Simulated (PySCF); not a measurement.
CH6GeN2, C2H7GeN, CH8GeOSi, CH10GeSi2 and others (calculated)

All values are calculated (PySCF 2.14.0). Calculation on a computer-drawn molecule: optimised geometry and harmonic frequencies of an isolated molecule of the commonest isotopes, restricted reference for singlets and unrestricted otherwise, frozen core in MP2; on germanium a core potential holds 10 electrons, which the energies leave out, and 3d is frozen in MP2 and coupled-cluster steps.

Common to all runs: charge 0; multiplicity 1; method HF; basis and core potential on germanium cc-pVDZ-PP ECP10MDF.

(1) CH6GeN2

Start structure:
```xyz
10
CH6GeN2
C     -2.3430    -0.4394    -0.1598
N     -1.1379    -0.7112     0.5256
Ge     0.5499    -0.9681    -0.2341
N      1.3702    -1.4425     1.2885
H     -2.1159    -0.3039    -1.2327
H     -2.7354     0.5034     0.2914
H     -3.0824    -1.1481    -0.0797
H     -1.1952    -0.8656     1.5262
H      1.0273    -1.4624     2.1932
H      2.3092    -1.6636     1.3223
```

* basis: cc-pVDZ
* rotational constants: 12.57, 2.889, 2.384 GHz
* total energy: -443.6619 hartree
* convergence status largest gradient component: 4.459e-05 hartree/bohr

Drawn bonds:
```csv
atom,other atom,order
1,2,1
2,3,1
3,4,1
1,5,1
1,6,1
1,7,1
2,8,1
4,9,1
4,10,1
```

Optimised structure:
```xyz
10
CH6GeN2
C     -2.3398    -0.3967    -0.1590
N     -1.1346    -0.7659     0.5506
Ge     0.5088    -0.9962    -0.2099
N      1.4252    -1.4311     1.3063
H     -2.1208    -0.2747    -1.2221
H     -2.7578     0.5510     0.1972
H     -3.1219    -1.1588    -0.0741
H     -1.2777    -0.8910     1.5360
H      1.0599    -1.5015     2.2381
H      2.4054    -1.6365     1.2778
```

Modes:
```csv
frequency (cm⁻¹),reduced mass (dalton)
132.2,3.535
166.2,1.084
190,3.127
261.8,1.196
343.4,3.572
425.5,1.014
532,1.138
642.7,3.528
706.3,5.172
800.1,1.369
1162,1.214
1211,3.854
1230,1.28
1511,1.411
1574,1.177
1588,1.044
1622,1.042
1678,1.118
3145,1.036
3192,1.106
3236,1.1
3766,1.05
3784,1.076
3877,1.097
```

(2) C2H7GeN

Start structure:
```xyz
11
C2H7GeN
C     -2.1864    -1.6105    -2.0727
N     -0.9071    -0.9948    -1.7192
C      0.0439    -2.0723    -1.7421
Ge    -0.3698     0.6087    -1.3146
H     -2.2621    -1.9801    -3.0063
H     -2.5775    -2.2718    -1.3425
H     -2.9638    -0.6760    -2.0296
H     -0.1727    -2.9029    -0.9504
H      1.0312    -1.6630    -1.4370
H      0.0964    -2.5589    -2.7130
H     -1.8843     1.2854    -1.4704
```

* basis: cc-pVDZ
* rotational constants: 9.111, 2.922, 2.275 GHz
* total energy: -427.6206 hartree
* convergence status largest gradient component: 3.552e-05 hartree/bohr

Drawn bonds:
```csv
atom,other atom,order
1,2,1
2,3,1
2,4,1
1,5,1
1,6,1
1,7,1
3,8,1
3,9,1
3,10,1
4,11,1
```

Optimised structure:
```xyz
11
C2H7GeN
C     -2.2425    -1.5196    -2.0420
N     -0.9154    -1.0388    -1.7096
C      0.0730    -2.1010    -1.7142
Ge    -0.4200     0.6685    -1.3139
H     -2.2566    -1.9780    -3.0379
H     -2.5754    -2.2810    -1.3266
H     -2.9596    -0.7029    -2.0310
H     -0.1793    -2.8818    -0.9874
H      1.0588    -1.7107    -1.4605
H      0.1406    -2.5770    -2.6993
H     -1.8757     1.2862    -1.4754
```

Modes:
```csv
frequency (cm⁻¹),reduced mass (dalton)
188.7,1.233
225.1,1.098
314.3,3.296
329.2,1.977
362.9,3.083
420.7,1.043
604.1,3.411
851,1.063
1069,2.576
1156,1.452
1200,1.22
1254,1.393
1313,3.938
1406,2.197
1548,1.165
1579,1.187
1580,1.043
1593,1.044
1602,1.047
1620,1.05
1971,1.021
3134,1.039
3144,1.04
3184,1.104
3189,1.105
3259,1.1
3296,1.097
```

(3) CH8GeOSi

Start structure:
```xyz
12
CH8GeOSi
C     -3.1965    -0.0621     1.7339
O     -2.6958    -0.3827     0.4732
Ge    -1.8761     0.8924    -0.5992
Si    -0.2083     1.9637     0.5470
H     -2.4543     0.4298     2.4180
H     -4.0788     0.5489     1.7530
H     -3.3870    -1.0925     2.2211
H     -1.6048    -0.1453    -1.6933
H     -2.9423     1.6875    -1.1801
H      0.5913     1.0547     1.4285
H     -0.7913     2.9947     1.3761
H      0.7523     2.5711    -0.3370
```

- basis: cc-pV(D+d)Z
- rotational constants: 5.097, 2.153, 1.636 GHz
- total energy: -699.7020 hartree
- convergence status largest gradient component: 2.297e-05 hartree/bohr

Drawn bonds:
```csv
atom,other atom,order
1,2,1
2,3,1
3,4,1
1,5,1
1,6,1
1,7,1
3,8,1
3,9,1
4,10,1
4,11,1
4,12,1
```

Optimised structure:
```xyz
12
CH8GeOSi
C     -3.3114    -0.0674     1.7559
O     -2.5659    -0.4539     0.6406
Ge    -1.8646     0.7172    -0.5129
Si    -0.0863     1.9736     0.5220
H     -2.7120     0.4992     2.4789
H     -4.1793     0.5436     1.4815
H     -3.6751    -0.9672     2.2538
H     -1.3646    -0.1501    -1.6672
H     -2.9922     1.6420    -1.0011
H      0.9700     1.0571     1.0085
H     -0.6051     2.7667     1.6611
H      0.4949     2.8993    -0.4799
```

Modes:
```csv
frequency (cm⁻¹),reduced mass (dalton)
50.96,2.058
89.59,1.103
106.9,1.413
159.6,2.825
243.3,2.927
360.1,8.275
377,1.057
551.8,1.19
612.3,1.318
650,4.487
759.1,1.087
830.9,1.079
926.7,1.039
989.4,1.092
1022,1.036
1025,1.035
1218,6.388
1268,1.276
1296,1.379
1594,1.133
1602,1.051
1603,1.052
2195,1.02
2243,1.019
2305,1.042
2310,1.037
2317,1.041
3136,1.036
3190,1.105
3251,1.1
```

(4) CH8GeOSi

Start structure:
```xyz
12
CH8GeOSi
C      0.5664     0.9133    -1.7662
Si    -0.7543     1.0881    -0.5061
Ge    -0.5803     3.0215     0.8313
O     -1.9288     3.2882     1.8050
H      0.6393     1.8173    -2.4148
H      0.5708     0.0206    -2.3471
H      1.5794     0.9434    -1.1762
H     -2.0222     1.0151    -1.2146
H     -0.7678    -0.1421     0.3910
H      0.5038     3.1647     1.8654
H     -0.4642     4.4187    -0.0134
H     -2.8332     3.2142     1.4239
```

* basis: cc-pV(D+d)Z
* rotational constants: 8.352, 1.64, 1.435 GHz
* total energy: -699.7290 hartree
* convergence status largest gradient component: 2.715e-05 hartree/bohr

Drawn bonds:
```csv
atom,other atom,order
1,2,1
2,3,1
3,4,1
1,5,1
1,6,1
1,7,1
2,8,1
2,9,1
3,10,1
3,11,1
4,12,1
```

Optimised structure:
```xyz
12
CH8GeOSi
C      0.6670     0.9358    -1.7286
Si    -0.7636     1.0804    -0.5077
Ge    -0.6081     3.0895     0.8133
O     -2.0161     3.2279     1.9139
H      0.6869     1.7872    -2.4137
H      0.5707     0.0243    -2.3244
H      1.6262     0.8971    -1.2057
H     -2.0564     1.1121    -1.2400
H     -0.7841    -0.0900     0.4034
H      0.5923     3.0938     1.7611
H     -0.5487     4.3452    -0.0753
H     -2.8571     3.2598     1.4819
```

Modes:
```csv
frequency (cm⁻¹),reduced mass (dalton)
45.53,3.164
103.2,3.894
167.3,1.044
178.6,1.09
201.3,5.103
366.8,2.816
370.8,1.361
519.3,1.152
663.6,1.078
704.8,1.905
713.1,5.994
742.4,1.699
746,1.066
852.4,1.144
930.1,1.097
952.7,1.246
965.2,1.106
983.4,1.177
1024,1.051
1393,1.238
1555,1.051
1557,1.05
2185,1.021
2236,1.019
2283,1.042
2299,1.038
3170,1.035
3254,1.102
3255,1.102
4159,1.067
```

(5) CH10GeSi2

Start structure:
```xyz
14
CH10GeSi2
C     -2.5620    -1.6192     0.3396
Si    -2.6493    -0.5961    -1.3233
Ge    -0.5207     0.4374    -1.6613
Si     0.8418     1.0370     0.0871
H     -2.3046    -0.8905     1.1116
H     -3.5409    -2.1146     0.4893
H     -1.8186    -2.3679     0.2054
H     -3.7424     0.4034    -1.2256
H     -2.9980    -1.5194    -2.4377
H     -0.8150     1.5933    -2.6035
H      0.2572    -0.5033    -2.6249
H      0.1390     2.1288     0.8923
H      1.1922    -0.0405     0.9811
H      2.1616     1.7057    -0.4166
```

* basis: cc-pV(D+d)Z
* rotational constants: 3.633, 1.36, 1.101 GHz
* total energy: -914.9503 hartree
* convergence status largest gradient component: 1.925e-05 hartree/bohr

Drawn bonds:
```csv
atom,other atom,order
1,2,1
2,3,1
3,4,1
1,5,1
1,6,1
1,7,1
2,8,1
2,9,1
3,10,1
3,11,1
4,12,1
4,13,1
4,14,1
```

Optimised structure:
```xyz
14
CH10GeSi2
C     -2.5531    -1.8294     0.1721
Si    -2.6369    -0.4810    -1.1441
Ge    -0.4428     0.2982    -1.7662
Si     0.7613     1.3061     0.0604
H     -2.0734    -1.4622     1.0831
H     -3.5581    -2.1715     0.4334
H     -1.9846    -2.6911    -0.1874
H     -3.4189     0.6749    -0.6365
H     -3.3214    -0.9973    -2.3560
H     -0.5616     1.3279    -2.9019
H      0.3881    -0.8788    -2.3069
H      0.0149     2.4789     0.5762
H      0.9209     0.3290     1.1651
H      2.1058     1.7504    -0.3776
```

Modes:
```csv
frequency (cm⁻¹),reduced mass (dalton)
37.7,2.508
81.29,2.258
89.19,1.293
154.7,2.434
178.1,1.169
327.8,1.8
342.1,2.208
376.7,5.987
449,1.106
522.1,1.107
540.1,1.116
654.8,1.084
700.8,1.27
714.5,2.068
737.4,1.081
787,1.257
939,1.056
952.1,1.201
955.1,1.248
989.9,1.119
1024,1.045
1027,1.036
1028,1.041
1393,1.239
1555,1.05
1556,1.05
2179,1.022
2188,1.017
2287,1.049
2291,1.032
2299,1.045
2304,1.041
2306,1.035
3169,1.035
3253,1.102
3255,1.102
```

(6) CH6GeSi

Start structure:
```xyz
9
CH6GeSi
C      1.0377    -0.4705    -0.1003
Si    -0.3545     0.5055     0.7286
Ge    -2.1178     0.5315    -0.8303
H      1.3617    -0.0417    -0.9743
H      0.7010    -1.5203    -0.4269
H      1.8964    -0.6914     0.5668
H     -0.6477    -0.2921     1.9913
H      0.2649     1.7259     1.2492
H     -1.7474     2.0053    -1.2138
```

- basis: cc-pV(D+d)Z
- rotational constants: 14.7, 2.033, 1.859 GHz
- total energy: -623.6452 hartree
- convergence status largest gradient component: 2.654e-05 hartree/bohr

Drawn bonds:
```csv
atom,other atom,order
1,2,1
2,3,1
1,4,1
1,5,1
1,6,1
2,7,1
2,8,1
3,9,1
```

Optimised structure:
```xyz
9
CH6GeSi
C      1.0423    -0.4732    -0.1302
Si    -0.3146     0.4105     0.8467
Ge    -2.3486     1.0080    -0.4473
H      1.3730     0.1378    -0.9736
H      0.6847    -1.4287    -0.5236
H      1.9068    -0.6759     0.5080
H     -0.6745    -0.4135     2.0318
H      0.2063     1.7082     1.3673
H     -1.4812     1.4792    -1.6888
```

Modes:
```csv
frequency (cm⁻¹),reduced mass (dalton)
91.89,1.584
157.1,1.294
175.4,1.329
306.7,5.9
387.2,1.156
589.9,1.033
646,1.054
705.8,3.151
785,1.229
948.2,1.273
960.4,1.244
1017,1.05
1387,1.236
1555,1.051
1557,1.05
1993,1.021
2247,1.041
2272,1.038
3168,1.035
3248,1.102
3258,1.102
```

(7) CH8GeOSi

Start structure:
```xyz
12
CH8GeOSi
C     -1.2937     1.0311     0.0572
Si    -0.8085    -0.7982     0.3454
O     -0.6173    -1.6114    -1.0123
Ge    -0.7893    -1.6013    -2.7834
H     -0.5901     1.5869    -0.6151
H     -2.2652     1.0721    -0.5227
H     -1.3575     1.6362     0.9417
H      0.5380    -0.8021     0.9733
H     -1.8119    -1.5228     1.0125
H      0.2734    -0.6188    -3.3200
H     -2.0827    -1.2666    -3.1684
H     -0.3267    -2.9785    -3.1812
```

* basis: cc-pV(D+d)Z
* rotational constants: 15.08, 1.198, 1.148 GHz
* total energy: -699.7715 hartree
* convergence status largest gradient component: 4.797e-06 hartree/bohr

Drawn bonds:
```csv
atom,other atom,order
1,2,1
2,3,1
3,4,1
1,5,1
1,6,1
1,7,1
2,8,1
2,9,1
4,10,1
4,11,1
4,12,1
```

Optimised structure:
```xyz
12
CH8GeOSi
C     -1.3645     1.3061     0.3371
Si    -0.8844    -0.4667    -0.0034
O     -0.8940    -0.7377    -1.6192
Ge    -0.6119    -1.9752    -2.8591
H     -0.6630     1.9965    -0.1387
H     -2.3653     1.5182    -0.0484
H     -1.3632     1.5046     1.4132
H      0.4677    -0.7420     0.5466
H     -1.8349    -1.3893     0.6689
H     -1.5816    -3.1332    -2.6197
H      0.8365    -2.4530    -2.7486
H     -0.8730    -1.3017    -4.2017
```

Modes:
```csv
frequency (cm⁻¹),reduced mass (dalton)
30.68,2.116
37.85,1.512
90.42,4.231
170.8,1.089
219.2,3.557
522.6,5.249
533.9,1.08
695.2,1.092
705.4,1.132
726,2.967
806.2,1.205
823,1.496
922.2,1.31
944.3,1.275
953.9,1.031
955.3,1.024
1023,1.206
1062,1.076
1082,3.522
1392,1.27
1548,1.049
1553,1.05
2236,1.024
2246,1.021
2269,1.05
2270,1.014
2290,1.029
3166,1.036
3247,1.101
3255,1.102
```

(8) CH10Ge2Si

Start structure:
```xyz
14
CH10Ge2Si
C     -1.5406    -1.0052     1.4644
Si    -0.8592    -0.6326    -0.3207
Ge     0.8124    -2.2952    -0.7761
Ge    -0.0748     1.5144    -0.4753
H     -2.3245    -0.3143     1.7077
H     -0.7885    -0.8882     2.2139
H     -1.9235    -2.0303     1.5112
H     -1.9632    -0.9203    -1.3413
H      0.7330    -2.9925    -2.1039
H      2.1957    -1.6881    -0.8296
H      0.9288    -3.4222     0.2475
H      1.3920     1.6506    -0.6088
H     -0.4478     2.3730     0.6711
H     -0.6294     2.2684    -1.6280
```

* basis: cc-pV(D+d)Z
* rotational constants: 2.861, 0.7906, 0.6536 GHz
* total energy: -919.3847 hartree
* convergence status largest gradient component: 3.126e-05 hartree/bohr

Drawn bonds:
```csv
atom,other atom,order
1,2,1
2,3,1
2,4,1
1,5,1
1,6,1
1,7,1
2,8,1
3,9,1
3,10,1
3,11,1
4,12,1
4,13,1
4,14,1
```

Optimised structure:
```xyz
14
CH10Ge2Si
C     -1.3146    -0.9709     1.6461
Si    -0.9056    -0.7282    -0.1858
Ge     0.7677    -2.3067    -0.9047
Ge    -0.1654     1.5268    -0.6054
H     -2.0918    -0.2717     1.9657
H     -0.4320    -0.8055     2.2694
H     -1.6756    -1.9860     1.8313
H     -2.1271    -0.9612    -1.0006
H      1.0741    -2.1416    -2.3988
H      2.0754    -2.1043    -0.1256
H      0.2959    -3.7489    -0.6682
H      1.1170     1.8337     0.1815
H     -1.2361     2.5409    -0.1769
H      0.1285     1.7411    -2.0957
```

Modes:
```csv
frequency (cm⁻¹),reduced mass (dalton)
75.87,1.017
77.56,6.913
90.04,1.06
141.7,2.741
155.1,3.131
177.2,1.026
300.3,5.539
392.3,3.741
438.4,1.046
492.3,1.23
503.7,1.128
546,1.197
692.2,1.526
741,2.099
761,1.072
844.7,1.169
900.3,1.056
904.3,1.15
958.6,1.127
964.3,1.017
966.9,1.027
968.7,1.026
975.3,1.089
1391,1.231
1556,1.051
1557,1.05
2195,1.023
2198,1.023
2199,1.022
2204,1.023
2211,1.013
2217,1.013
2278,1.041
3168,1.035
3253,1.102
3254,1.102
```
